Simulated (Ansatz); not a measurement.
System: HgCl (charge 0, doublet). The spin state was set by rule; other spins were not relaxed. SMILES of the parent species: [Cl][Hg]
Structure (B3LYP-D3(BJ)/def2-TZVP (Ansatz, a first-principles code) minimum search):
```
Hg
Cl 1 2.4583
```
Charge 0, spin multiplicity 2.

Wanted: atomisation energy (electronic, to ground-state atoms), in kcal/mol. Valence correlation only, unless marked. Open shells are spin-unrestricted. No spin-orbit coupling. The frozen core is the preceding noble-gas configuration, with the filled d and f shells of earlier blocks. Past Kr the def2 sets carry scalar-relativistic core potentials. The coupled-cluster limit lacks core correlation, which all-electron functionals hold. CBS(X,Y): correlation extrapolated as X^-3; Hartree-Fock from the larger set.

| level | program | atomisation energy (kcal/mol) |
|---|---|---|
| BLYP-D4/def2-TZVPD | Ansatz + dftd4 | (withheld) |
| revPBE-D4/def2-TZVPD | Ansatz + dftd4 | (withheld) |
| r2SCAN-D4/def2-TZVPD | Ansatz + dftd4 | 28.4 |
| B97M-V/def2-TZVPD | Ansatz | 27.7 |
| PBE0-D4/def2-TZVP | Ansatz + dftd4 | 26.4 |
| PBE0/def2-TZVPD | Ansatz | 25.7 |
| HSE06-D4/def2-TZVPD | Ansatz + dftd4 | (withheld) |
| CAM-B3LYP-D4/def2-TZVPD | Ansatz + dftd4 | 23.7 |
| B2PLYP-D4/def2-TZVPD | Ansatz + dftd4 | 22.2 |
| B2PLYP/def2-TZVPD | Ansatz | 21.6 |
| RPA@PBE/def2-QZVPP | Ansatz | (withheld) |
| SCS-MP2/def2-TZVPP | Ansatz | 13.8 |
| CCSD(T)/CBS(def2-TZVPPD,def2-QZVPPD) | Ansatz | 23.3 |

Question: Fill in the missing entries.

Answer: 
- BLYP-D4/def2-TZVPD, atomisation energy (kcal/mol): 23.1
- revPBE-D4/def2-TZVPD, atomisation energy (kcal/mol): 25.0
- HSE06-D4/def2-TZVPD, atomisation energy (kcal/mol): 26.6
- RPA@PBE/def2-QZVPP, atomisation energy (kcal/mol): 15.6
